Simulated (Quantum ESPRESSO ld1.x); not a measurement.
Results of a calculation; reference values are marked as such.
Q: Nb2+, 39 electrons, occupied as [Kr] 4d2.5 5p0.5 (fractional occupations, a model configuration). Code: ld1.x of Quantum ESPRESSO 7.5. Model: Dirac Kohn-Sham, BLYP, spin-unpolarised, spherical densities, point nucleus; open shells fill j = l - 1/2 first. Some entries of the table are withheld. Estimate them.

| orbital | occ. | eigenvalue (eV) | <1/r> (bohr^-1) |
|---|---|---|---|
| 1s1/2 | 2 | -18823.6 | 42.40 |
| 2s1/2 | 2 | -2649.80 | 9.626 |
| 2p1/2 | 2 | -2433.69 | (1) |
| 2p3/2 | 4 | -2337.86 | (2) |
| 3s1/2 | 2 | -458.542 | (3) |
| 3p1/2 | 2 | (4) | 3.172 |
| 3p3/2 | 4 | (5) | 3.067 |
| 3d3/2 | 4 | -217.990 | (6) |
| 3d5/2 | 6 | -215.099 | (7) |
| 4s1/2 | 2 | -77.9965 | 1.186 |
| 4p1/2 | 2 | -55.3330 | 1.066 |
| 4p3/2 | 4 | -53.1612 | 1.037 |
| 4d3/2 | 2.5 | -20.8518 | 0.7312 |
| 4d5/2 | 0 | -20.6422 | 0.7247 |
| 5p1/2 | 0.5 | -13.3630 | 0.3635 |
| 5p3/2 | 0 | -13.0904 | 0.3565 |

A: 
(1) 2p1/2 <1/r> (bohr^-1): 9.602
(2) 2p3/2 <1/r> (bohr^-1): 9.165
(3) 3s1/2 <1/r> (bohr^-1): 3.274
(4) 3p1/2 eigenvalue (eV): -377.207
(5) 3p3/2 eigenvalue (eV): -361.682
(6) 3d3/2 <1/r> (bohr^-1): 2.871
(7) 3d5/2 <1/r> (bohr^-1): 2.844
